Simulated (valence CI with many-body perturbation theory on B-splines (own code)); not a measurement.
**Valence orbitals of Fe IV**

Calculated by valence CI with perturbative core correlation (CI+MBPT): five valence electrons over a frozen Dirac-Fock core [Ar], a basis of 7 s, 7 p, 8 d, 6 f, 4 g, 1 h functions for each j, with the one-electron correlation potential Σ1, the two-electron term Σ2, the three-electron term Σ3, Breit, model QED; selected CI, second order for the rest, scaled by the run's own slope (own B-spline code, finite nucleus).

Set against measurement, 32 paired levels are off by 2321 cm⁻¹ on average, the worst by 6905. These come from a selection out of Corliss and Sugar, J. Phys. Chem. Ref. Data 11, 135 (1982). Levels without a partner in it may be off by more, other configurations by 1,000 to 8,000 cm⁻¹. Among the levels kept, up to 1600 cm⁻¹ of a level comes from second order outside the variational space, and about a tenth of that is noise between levels of different J, which matters for small intervals. Only levels of the ground parity were solved; by the run's estimate the other parity begins above the list, which can be wrong where configurations are misplaced.

These are the spectroscopic orbitals of the CI (the correlating ones are not listed), shaped by the core and the other valence electrons. h is the expectation value of the core's Dirac-Fock operator, without the valence repulsion; Σ1 is computed up to l = 3 at one energy for each symmetry, that of its lowest orbital but kept below the first core excitation, so for empty shells it is not the orbital's own correlation shift; Breit and QED include the response of the core.

```tsv
Orbital	h (hartree)	Σ1 (cm⁻¹)	Breit (cm⁻¹)	QED (cm⁻¹)	⟨r⟩ (bohr)
4s1/2	-3.3158	-4123	42.5	34.7	2.255
5s1/2	-1.7444	-1119	15.1	12.2	4.484
6s1/2	-1.0808	-482	7.1	5.7	7.447
4p1/2	-2.8621	-2856	50.6	-3.5	2.539
5p1/2	-1.5537	-886	19.7	-1.4	4.984
6p1/2	-0.98461	-409	9.8	-0.7	8.139
4p3/2	-2.8468	-2796	28.6	-1.5	2.554
5p3/2	-1.5477	-872	11.2	-0.6	5.004
6p3/2	-0.98163	-404	5.7	-0.3	8.162
3d3/2	-5.2667	-15980	-5.4	-37.0	1.000
4d3/2	-2.0823	-1586	3.4	-3.3	3.453
5d3/2	-1.2307	-678	1.8	-1.4	6.360
3d5/2	-5.2569	-15856	-119	-32.4	1.003
4d5/2	-2.0803	-1583	-7.8	-2.8	3.457
5d5/2	-1.2298	-677	-3.1	-1.2	6.366
4f5/2	-1.5323	-401	-0.3	-0.1	4.395
5f5/2	-0.98452	-247	-0.3	0.0	7.686
4f7/2	-1.5323	-400	-0.4	0.0	4.395
5f7/2	-0.98456	-246	-0.3	0.0	7.686
5g7/2	-0.9613		0.0	0.0	6.859
5g9/2	-0.96129		0.0	0.0	6.859
```

Among the shells of the start configuration 3d5, Σ1 is largest in size for 3d3/2, where it is 1.4 % of h.

Lowest root of each symmetry, sizes in configuration state functions:

```tsv
J	Parity	Roots	Reference	Variational	Second order	Change by selected CI (cm⁻¹)	Change by second order (cm⁻¹)
1/2	even	7	48	33215	2232344	-18204	-211
3/2	even	10	79	29111	4592290	-17996	-364
5/2	even	13	95	27353	5961324	-13090	-304
7/2	even	10	85	27513	6137906	-15582	-556
9/2	even	7	65	27649	5906505	-15653	-480
11/2	even	4	39	28946	5265626	-15810	-320
13/2	even	2	20	31758	3925616	-16599	-261
```
